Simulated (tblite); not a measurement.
bromotrifluoromethane (CBrF$_{3}$), singlet, at a GFN2-xTB geometry; GFN1-xTB (tblite 0.6.0).

Here is a job for tblite.
```
$ tblite run mol.xyz --method gfn1 --charge 0 --spin 0 --grad --json tblite.json --no-restart

# file mol.xyz
5

F     -1.25521109    -0.59016274    -1.10733380
C     -0.81788382     0.01960982    -0.02293889
F     -1.31527921    -0.58708967     1.03701563
F     -1.24067541     1.26863000    -0.03657222
Br     1.12022270    -0.02685878     0.03141848
```

Output, abridged:

```
xTB calculator
 | screened Coulomb repulsion
 | Coulomb electrostatics
 |  * isotropic Klopman-Ohno-Mataga-Nishimoto electrostatics
 |  * onsite third-order electrostatics
 | DFT-D3(BJ) dispersion correction

halogen bonding energy    0.0000000000000E+00 Eh
repulsion energy          4.0310060340173E-02 Eh
dispersion energy        -1.1061784071357E-03 Eh
number of electrons       3.2000000000000E+01 e
integral cutoff           1.9756696134657E+01 bohr

------------------------------------------------------------
  cycle        total energy    energy error   density error
------------------------------------------------------------
      1     -21.03368893213  -2.1072893E+01   5.7335069E-01
      2     -21.39136823561  -3.5767930E-01   2.7906439E-01
      3     -21.42380755258  -3.2439317E-02   1.4766748E-01
      4     -21.42443833586  -6.3078328E-04   6.6315339E-02
      5     -21.42874436076  -4.3060249E-03   1.7732691E-02
      6     -21.42927341318  -5.2905242E-04   4.4281051E-04
      7     -21.42927358734  -1.7415615E-07   3.4702662E-04
      8     -21.42927377376  -1.8642514E-07   8.5140207E-06
------------------------------------------------------------

electronic energy        -2.1468477655696E+01 Eh
total energy             -2.1429273773763E+01 Eh

Post processing:
 | Mayer-Wiberg bond orders

[Info] Tight-binding results written to 'tblite.txt'
[Info] JSON dump of results written to 'tblite.json'
```
